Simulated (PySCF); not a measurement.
Mayer bond orders and bond lengths

C7H11P.
Numbering: `[CH:1]#[C:2][CH2:3][P:4]1[C@H:5]([CH3:6])[C@@H:7]1[CH3:8]` (hydrogens: H9 on C1; H10, H11 on C3; H12 on C5; H13, H14, H15 on C6; H16 on C7; H17, H18, H19 on C8)

Cartesian coordinates in Å at the GFN2-xTB level; atoms count from 1:
```
atom  x, y, z in Å
C1     3.3195    1.6253   -0.1774
C2     2.7978    0.5688    0.0361
C3     2.1215   -0.6802    0.2841
P4     0.4535   -0.3911    1.1219
C5    -0.4188    0.4768   -0.2707
C6    -1.5079    1.4746    0.0360
C7    -0.6898   -1.0043   -0.2144
C8    -2.0532   -1.5198    0.1752
H9     3.8016    2.5378   -0.3627
H10    2.7235   -1.2927    0.9626
H11    1.9827   -1.2258   -0.6535
H12    0.2330    0.7988   -1.0798
H13   -2.0248    1.2282    0.9602
H14   -2.2391    1.4961   -0.7726
H15   -1.0821    2.4705    0.1411
H16   -0.2301   -1.5924   -1.0057
H17   -2.7661   -1.3479   -0.6316
H18   -2.0101   -2.5890    0.3737
H19   -2.4208   -1.0244    1.0701
```

Bond orders from the PBE0/pcSseg-1 density (PySCF). Geometry: GFN2-xTB, one conformer, isolated molecule.

Where do the orders between heavy atoms depart from those drawn in the SMILES?

The largest departure is 0.452, at C1–C2 (drawn triple, 2.548). Drawn double or triple, more than 0.30 short of the drawn order: C1–C2 (2.548).

Set the Mayer orders of the bonds between heavy atoms beside their lengths.

```
 bond  drawn as  length (Å)  Mayer order
C1–C2    triple       1.197        2.548
C2–C3    single       1.442        1.058
C3–P4    single       1.889        0.921
P4–C5    single       1.858        0.903
C5–C6    single       1.509        1.049
C5–C7    single       1.507        0.910
C7–C8    single       1.509        1.046
C7–P4    single       1.862        0.895
```

Bonds between the same two heavy elements. C–C: lowest C5–C7 (0.910, 1.507 Å), highest C1–C2 (2.548, 1.197 Å). C–P: lowest C7–P4 (0.895, 1.862 Å), highest C3–P4 (0.921, 1.889 Å); in 1 of the 3 pairs the longer bond (by over 0.003 Å) has the higher order (by 0.02 or more).

And the bonds to hydrogen?

C–H: 0.91 to 1.15 (11 bonds).

Sum the orders of all bonds at each heavy atom with more than one neighbour and set the sums beside the valence in the SMILES.

C1 3.694 (drawn 4), C2 3.606 (drawn 4), C3 3.801 (drawn 4), P4 2.719 (drawn 3), C5 3.794 (drawn 4), C6 3.923 (drawn 4), C7 3.788 (drawn 4), C8 3.919 (drawn 4). Orders between atoms that aren't bonded are not in these sums.

For a closed shell the Mayer order of atoms A and B is Σ (PS)μν (PS)νμ over the basis functions μ on A and ν on B, with P the density and S the overlap matrix.
